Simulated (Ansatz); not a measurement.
Job for Ansatz (an electronic-structure program): R-B3LYP/def2-TZVPPD on GeH4 (SMILES [GeH4]) with ghost functions, monomers drawn apart or pushed together. Files ending in .json are basis or fitting sets from the Basis Set Exchange.

Ansatz 0.2 input:
```yaml
crystal:
  periodic: [false, false, false]
  atoms:
    - {symbol: Ge, position_ang: [0.31996120, -0.13412870, 4.78261698]}
    - {symbol: H, position_ang: [0.69810846, -0.45555322, 6.23689852]}
    - {symbol: H, position_ang: [-0.36085023, -1.35731673, 4.15123930]}
    - {symbol: H, position_ang: [1.58990764, 0.20860658, 3.99008934]}
    - {symbol: H, position_ang: [-0.64209918, 1.06150465, 4.75483214]}
basis:
  gaussian:
    orbitals: def2-TZVPPD.json
    ghost_atoms:
      - {symbol: N, position_ang: [-0.21362157, -0.07656925, -1.11253120]}
      - {symbol: N, position_ang: [-0.50001753, 0.37811009, -0.16328979]}
hamiltonian:
  xc: {name: B3LYP}
scf: {lower_state_search: off}
```

It printed:

```
WARN ansatz: RAYON_NUM_THREADS=2 ignored (pool sized by the plan → 2); use --threads N
Functional definition: B3LYP
these checks for a lower state are left out or cut short: stability, starts, cluster_reference, orbital_swaps, neighbouring_geometries, increment
integrals: 0.09 GiB planned
1004 factors; their error is unknown
mean field: 0.78 GiB planned
mean field evaluation 1: about -56583.9193 eV, gradient 1.9e1 eV
mean field evaluation 2: about -56584.1573 eV, gradient 1.8e1 eV
mean field evaluation 4: about -56584.3434 eV, gradient 3.8e-1 eV
mean field evaluation 8: about -56584.5267 eV, gradient 8.3e-4 eV
mean field -56584.52666428 eV, -2079.4430005427 hartree, gradient 1.5e-6 eV, S^2 0.000000; 0 other end points of the search recorded, 0 dependent functions left out
reference -56584.52688224 eV, -2079.4430085524 hartree; 18, 18 occupied and 178, 178 virtual orbitals, 1004 factors
Total energy: -56584.52688224 eV, -2079.4430085524 hartree
Checks for a lower state left out: stability, starts, cluster_reference, orbital_swaps, neighbouring_geometries, increment
```

Self-consistency was reached.

Cost: about 2.5 core-seconds (a rough figure).
